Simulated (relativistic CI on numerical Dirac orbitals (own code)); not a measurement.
# One change at a time: Cs

Base calculation: Dirac-Coulomb-Breit CI, orbitals from a KLI potential per configuration, model QED (radiative potential, 1s self-energy scaled to tabulated hydrogen-like ionisation energies), valence Slater integrals scaled by 0.85, P86 correlation energy added to each configuration.

Configurations in the expansion (outside the closed core [Xe]): 6s, 6p, 5d, 7s, 7p, 6d, 8s, 8p, 7d, 5f, 9s, 5g, 4f, 9p, 8d, 9d. Levels of other configurations are missing.

Variants: (1) valence Slater integrals scaled by 0.75; (2) self-excluded LDA correlation estimate; (3) non-relativistic limit. Shifts of the energy above 6s ²S1/2, in cm⁻¹, for the lowest level and the first level of each name with at least 55 % of one term (blank where a level changes its place among those of its configuration and J or its character, or is not in the variant):

```csv
Level,Base,Δ(1),Δ(2),Δ(3),Measured
6s ²S1/2,0.0,0.0,0.0,0.0,0.0
6p ²P°1/2,9981.7,0.0,+1056.5,-735.1,11178.3
6p ²P°3/2,10362.6,0.0,+1056.5,-1115.9,11732.3
5d ²D5/2,14285.8,0.0,+176.8,-1891.5,14596.8
5d ²D3/2,14361.0,0.0,+176.9,-1966.8,14499.3
7s ²S1/2,17504.1,0.0,+904.5,-753.6,18535.5
7p ²P°1/2,20795.0,0.0,+806.3,-957.9,21765.3
7p ²P°3/2,20919.3,0.0,+806.3,-1082.2,21946.4
6d ²D5/2,21756.0,0.0,+364.8,-1484.4,22631.7
6d ²D3/2,21824.1,0.0,+364.7,-1552.6,22588.8
8s ²S1/2,23438.2,0.0,+689.5,-930.5,
4f ²F°7/2,24599.7,0.0,-330.7,-1061.3,
4f ²F°5/2,24600.5,0.0,-330.7,-1062.1,
8p ²P°1/2,24989.8,0.0,+521.6,-1022.0,
8p ²P°3/2,25041.3,0.0,+521.6,-1073.5,
7d ²D5/2,25256.5,0.0,+263.4,-1297.0,
7d ²D3/2,25326.7,0.0,+263.5,-1367.2,
9s ²S1/2,26268.4,0.0,+439.0,-997.0,
5g ²G7/2,27049.5,0.0,-270.3,-1069.3,
5g ²G9/2,27049.5,0.0,-270.3,-1069.3,
5f ²F°7/2,27067.8,0.0,-313.1,-1061.6,
5f ²F°5/2,27068.5,0.0,-313.1,-1062.3,
```

Correlation outside the listed configurations is missing or only estimated: errors of thousands of cm⁻¹ between configurations and terms are usual at this charge. Rates and lifetimes follow the computed energies and can be off by large factors. The fine structure of a lone outer electron comes out too small, for d and f at times inverted, and misplaced configurations move strength between like terms. 9 of the 9 excited levels that our extract of the measured tables holds in this range could be paired (the sources list more); they are missed by 854 cm⁻¹ on average and 1370 at most, and levels without a partner can miss by more.

Measured levels: NIST Handbook of Basic Atomic Spectroscopic Data (Sansonetti and Martin, J. Phys. Chem. Ref. Data 34, 1559 (2005)).

Ionisation energy from the two ground configurations alone: base 3.898 eV; self-excluded LDA correlation estimate 3.865 eV. The NIST ASD value (measured) is 3.89391 eV.
